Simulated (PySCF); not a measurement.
C2H8BNO2. Atoms are numbered in the order given.

```xyz
14

C     -0.0955    -2.6079     0.0000
O      0.3696    -1.2894     0.0000
C     -0.6539    -0.3162     0.0000
B     -0.0279     1.1506     0.0000
N      1.3633     1.2907     0.0000
O     -0.8258     2.2728     0.0000
H     -0.7122    -2.8314    -0.8956
H     -0.7122    -2.8314     0.8956
H      0.7762    -3.2796     0.0000
H     -1.3183    -0.4464    -0.8855
H     -1.3183    -0.4464     0.8855
H      1.9544     0.4690     0.0000
H      1.8401     2.1830     0.0000
H     -1.7675     2.0724     0.0000
```

The structure is a stationary point at B3LYP-D3(BJ)/def2-SVP. The structure was generated by enumeration, and PubChem lists no compound with its InChIKey, so it may never have been made. The values are those of a single conformer.

All values below come from PBE0/pcSseg-1 (PySCF).

GIAO shieldings, no solvent; atoms listed in one row are averaged. δ = σ(ref) − σ: ¹³C against TMS (σ = 186.3 ppm); ¹⁷O against H2O (σ = 334.2 ppm); ¹¹B against BF3 (σ = 88.8 ppm); ¹⁵N against NH3 (σ = 267.4 ppm); ¹H against TMS (σ = 31.56 ppm), references at their B3LYP-D3(BJ)/def2-TZVP geometries, non-relativistic.

Q: Estimate the chemical shifts. (Estimate from the structure and the level; the computed values follow.)

A: 
| nucleus | atoms | count | δ (ppm) |
|---|---|---|---|
| ¹³C | C3 | 1 | 66.2 |
| ¹³C | C1 | 1 | 64.5 |
| ¹⁷O | O6 | 1 | 100.6 |
| ¹⁷O | O2 | 1 | 2.2 |
| ¹¹B | B4 | 1 | 18.5 |
| ¹⁵N | N5 | 1 | 75.8 |
| ¹H | H12 | 1 | 3.63 |
| ¹H | H7, H8, H9 | 3 | 3.53 |
| ¹H | H13 | 1 | 2.99 |
| ¹H | H14 | 1 | 2.98 |
| ¹H | H10, H11 | 2 | 2.97 |
